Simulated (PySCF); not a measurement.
# Te²⁺ (tellurium, charge +2) across methods

[Kr] 4d10 5s2 5p2, high-spin 3P determinant. All numbers are calculated (PySCF 2.14, scalar relativity through the core potential, in aug-cc-pVQZ-PP with ECP28MDF (7s7p5d3f2g, 92 functions)). The B2PLYP total includes its PT2 part (frozen core); its orbital energies are those of the SCF part.

```csv
method,E (hartree),mean ε 5s α (eV),mean ε 5s β (eV),mean ε 5p α (eV),Σ⟨r²⟩ (bohr²),⟨S²⟩
LDA,-266.5604,-33.735,-32.352,-23.062,37.95,2.001
r2SCANh,-267.0592,-34.737,-32.296,-23.890,37.90,2.004
UHF,-266.04816,-39.589,-34.537,-27.352,38.38,2.008
PBE,-266.9644,-33.453,-31.839,-22.979,37.96,2.001
r2SCAN,-267.0695,-34.095,-31.889,-23.430,37.88,2.004
r2SCAN0,-267.0439,-35.701,-32.906,-24.581,37.92,2.004
B2PLYP,-266.7072,-36.803,-33.679,-25.292,38.14,2.004
PBE0,-266.9820,-35.229,-32.834,-24.265,37.97,2.002
LC-wPBE,-267.0022,-38.578,-35.713,-27.089,37.88,2.004
```

Energies and moments cover only the electrons outside the core potential.
